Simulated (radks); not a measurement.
Results of a calculation; reference values are marked as such.
Neutral caesium inside a hard spherical wall (all orbitals vanish at R), configuration held at [Xe] 6s1 and not refilled when levels cross. Level of theory: scalar-relativistic Kohn-Sham, LDA (Slater exchange, VWN5 correlation), spin-polarised, spherical densities, finite nucleus; open shells are filled with parallel spins first (spin-orbit coupling, left out, can overturn this in heavy ions); Fermi nuclear charge, rms radius 4.8041 fm (a radial shooting solver on a logarithmic mesh with Libxc functionals). Eigenvalues in eV for spin up, with the zero of energy where the potential of the charges vanishes at infinity; a dash marks a level that is unbound or too diffuse for the functional's potential to be trusted. A positive occupied level is held by the wall or, in an anion where self-interaction has pushed it up, behind a barrier. The pressure on the wall is -dE/dV.

R (bohr)  E (hartree)  kinetic (hartree)    e(4d)    e(5s)    e(5p)   e(6s)  e(6p, empty)  e(5d, empty)  pressure (GPa)
free       -7780.5652           8194.964  -74.218  -26.867  -13.595  -2.389        -0.884        -0.594               0
20         -7780.5652           8194.964  -74.217  -26.866  -13.595  -2.389        -0.879        -0.591        < 0.0001
12         -7780.5636           8194.976  -74.088  -26.741  -13.473  -2.281        -0.569        -0.421          0.0196
10         -7780.5583           8195.006  -73.855  -26.515  -13.257  -2.025        -0.023        -0.138           0.115
8          -7780.5366           8195.100  -73.328  -26.017  -12.787  -1.185         1.510         0.562           0.749
6          -7780.4343           8195.499  -71.988  -24.836  -11.686   2.041         6.581         2.537            7.13
5          -7780.2390           8196.290  -70.105  -23.327  -10.220   7.141        13.709         5.179            30.6
3.5        -7778.6192           8202.691  -59.900  -15.339   -1.372  36.681        49.737        19.120             522
2.5        -7771.0953           8228.413  -36.334    9.604   28.503  126.01        148.68        60.858            6350
2          -7755.4970           8277.884   -7.608   54.463   81.059  262.31        293.22        126.74           31200
